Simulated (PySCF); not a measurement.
# Reading the logs of faulty runs: GeH4NSi cation

These are calculations, not measurements. They come from PySCF 2.14.0, an open-source quantum chemistry program, on an isolated molecule that a program drew, which may never have been made. The molecule is GeH4NSi cation (charge +1, singlet), drawn as the SMILES string `[SiH2+][N]=[GeH2]`.

Each row is a Hartree-Fock (HF) and frozen-core CCSD(T) single point in the cc-pV(D+d)Z basis, meant for a local HF minimum. Run 1 is clean. Each other run has one planted mistake out of seven kinds, and not every kind appears here: one electron removed, one electron added, multiplicity raised by two, geometry at a saddle point, minimal basis STO-3G, one bond length entered in bohr, all coordinates scaled. The reference is restricted for singlets and unrestricted otherwise, and also for a bond in bohr. Adding or removing an electron swaps singlet and doublet. Electrons count all cores. HOMO and LUMO are orbital energies over both spins, the gradient is its largest component, and the lowest frequency (negative if imaginary) is given only where the gradient is small. Bond lengths are over the 6 bonds as drawn. T1 is the CCSD diagnostic: over 0.02 (restricted) or 0.045 (unrestricted) a single reference is doubtful. Germanium has the cc-pVDZ-PP basis, with a core potential (ECP10MDF) in place of its 10 inner electrons, and its 3s, 3p and 3d shells are frozen in CCSD(T).

Geometry of the clean run:
```xyz
7
GeH4NSi cation, angstrom
Si    0.3074    1.0984   -0.5203
N     1.1894   -0.1245   -0.0295
Ge    2.1294   -1.4310    0.4936
H     0.7923    2.4732   -0.4232
H    -1.0236    0.8966   -1.0882
H     2.0185   -1.9035    1.9223
H     3.0678   -2.1081   -0.4747
```

| run | electrons | basis functions | <S^2> | HOMO (eV) | LUMO (eV) | gradient (hartree/bohr) | lowest frequency (cm^-1) | mean bond (Å) | longest bond (Å) | T1 | HF (hartree) | CCSD(T) (hartree) | mistake |
|---|---|---|---|---|---|---|---|---|---|---|---|---|---|
| 1 | 56 | 80 | 0.000 | -16.22 | -3.99 | 3.3e-05 | 132 | 1.5363 | 1.692 | 0.0221 | -638.81769 | -639.19647 | no fault |
| 2 | 55 | 80 | 0.762 | -23.33 | -12.56 | 9.0e-02 | - | 1.5363 | 1.692 | 0.0305 | -638.30402 | -638.62899 | one electron removed |
| 3 | 56 | 80 | 1.384 | -12.40 | -6.12 | 4.0e-02 | - | 1.7715 | 2.996 | 0.0539 | -638.64594 | -638.99283 | one bond length entered in bohr |
| 4 | 56 | 80 | 0.000 | -16.52 | -3.94 | 2.3e-02 | - | 1.4964 | 1.648 | 0.0203 | -638.81167 | -639.18486 | all coordinates scaled |
| 5 | 57 | 80 | 0.766 | -5.57 | 1.33 | 8.1e-02 | - | 1.5363 | 1.692 | 0.0205 | -638.99241 | -639.38708 | ? |
| 6 | 56 | 80 | 0.000 | -15.78 | -4.79 | 5.1e-05 | -247 | 1.5414 | 1.704 | 0.0157 | -638.80911 | -639.18256 | ? |

**Which mistake was planted in run 5, and what did it cost?**

It counts 57 electrons, one more than the clean run, at the same geometry and basis. So the mistake is: one electron added. Subtracting run 1 and multiplying by 627.51 kcal/mol a hartree, the energy moved by -109.6 kcal/mol in HF and -119.6 kcal/mol in CCSD(T).

**Which mistake was planted in run 6, and what did it cost?**

The gradient is small, so the point is stationary, but the lowest frequency is imaginary (-247 cm^-1). So the mistake is: geometry at a saddle point. Subtracting run 1 and multiplying by 627.51 kcal/mol a hartree, the energy moved by 5.4 kcal/mol in HF and 8.7 kcal/mol in CCSD(T).

Cautions from the logs. Run 1: T1 is over the limit, so its CCSD(T) energy is less reliable; run 3: T1 is over the limit, so its CCSD(T) energy is less reliable; run 4: T1 is over the limit, so its CCSD(T) energy is less reliable.
